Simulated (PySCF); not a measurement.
# Worked example: chemical shift, span and skew from a shielding tensor

CH₆GaN, SMILES [CH3][GaH][NH2]. Atoms are numbered in the order given.

```xyz
9

Ga     0.3420     0.0408     0.0000
H      1.8939     0.2787     0.0000
C     -0.5758    -1.7084     0.0000
H     -0.2853    -2.2940     0.8873
H     -1.6705    -1.5944     0.0000
H     -0.2853    -2.2940    -0.8873
N     -0.6839     1.5492     0.0000
H     -1.6989     1.5525     0.0000
H     -0.3130     2.4937     0.0000
```

Geometry optimised at B3LYP-D3(BJ)/def2-SVP. One conformer was computed; it need not be the lowest.

GIAO shieldings from PBE0/pcSseg-1 (PySCF), non-relativistic, no solvent. The symmetric part of the tensor of C3 has the principal values 179.7, 194.4, 196.8 ppm. The same nucleus in TMS has σ = 186.3 ppm at this level (PySCF, at its B3LYP-D3(BJ)/def2-TZVP geometry).

Question: Work out the isotropic shielding, the ¹³C shift against TMS, the span and the skew.

Answer: 
σ(iso) = (σ11 + σ22 + σ33)/3 = 190.3 ppm. δ = σ(ref) − σ(iso) = 186.3 − (190.3) = -4.0 ppm.
Span Ω = σ33 − σ11 = 17.1 ppm. Skew κ = 3(σ(iso) − σ22)/Ω = -0.72. Tumbling in solution averages the tensor to δ; in a static solid the shielding alone would spread this spin-1/2 line over Ω.
